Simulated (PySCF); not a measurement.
Estimate the missing entries of this data sheet.

Species: C₅H₈O₂.
SMILES: `O1CC([C@H]1CC)=O`

Conformer (atom-mapped SMILES and torsion angles): `[CH3:1][CH2:2][C@H:3]1[O:4][CH2:5][C:6]1=[O:7]`: C1–C2–C3–O4 -176°.

```tsv
property	level	value
point group of the GFN2-xTB geometry	GFN2-xTB	C1
rotational constants A, B, C of the GFN2-xTB geometry	GFN2-xTB	4.131, 2.352, 1.625 GHz
dipole moment	PBE0/pcSseg-1	?
HOMO energy	PBE0/pcSseg-1	-7.56 eV
LUMO energy	PBE0/pcSseg-1	-1.00 eV
13C chemical shifts (computed TMS as zero) by class	GIAO PBE0/pcSseg-1	?
1H chemical shifts (computed TMS as zero) by class	GIAO PBE0/pcSseg-1	5.45 (1 H), 5.41 (1 H), 5.29 (1 H), 1.97 (1 H), 1.82 (1 H), 1.06 (3 H) ppm
isotropic shieldings of nuclei other than C and H, by class	GIAO PBE0/pcSseg-1	?
largest of the computed one-bond spin–spin couplings (means over like bonds)	B3LYP/pcJ-1, spin–dipole term left out	?
```

The electronic properties come from PySCF, for the isolated species, density fitting. NMR classes are plain means over equivalent atoms (diastereotopic ones count apart unless rotation or inversion swaps them), as if these changed places fast; in this geometry the members of some classes differ.

(1) What are the 13C chemical shifts (computed TMS as zero) by class?

(2) What are the isotropic shieldings of nuclei other than C and H, by class?

(3) The largest of the computed one-bond spin–spin couplings (means over like bonds)?

(4) The dipole moment?

Results:

(1) 215.4 (1 C), 106.8 (1 C), 90.7 (1 C), 30.3 (1 C), 9.4 (1 C) ppm.

(2) -314 (1 O), 316 (1 O) ppm.

(3) 13C–1H +155.0, 13C–1H +154.2, 13C–1H +154.1, 13C–1H +138.7, 13C–1H +136.0, 13C–1H +133.5 (×3), 13C–13C +35.2, 13C–13C +35.1 Hz.

(4) 0.90 D.

With B = h/(8π²I), that is 505.379 GHz u Å² over I, the principal moments of inertia are 122.4, 214.9 and 311.0 u Å² (most abundant isotopes); the inertial defect Ic − Ia − Ib is -26.3 u Å² (zero for a rigid planar frame, negative otherwise). The rotational constants make it an asymmetric top with κ = (2B − A − C)/(A − C) = -0.42, nearer the prolate limit (−1). In atomic units the dipole is 0.35 e·bohr (1 au = 2.5417 D).

For the spin–spin coupling job (B3LYP/pcJ-1), on one thread of an x86-64 server, no GPU (shared host), this took 33 s.

One conformer stands for the species.
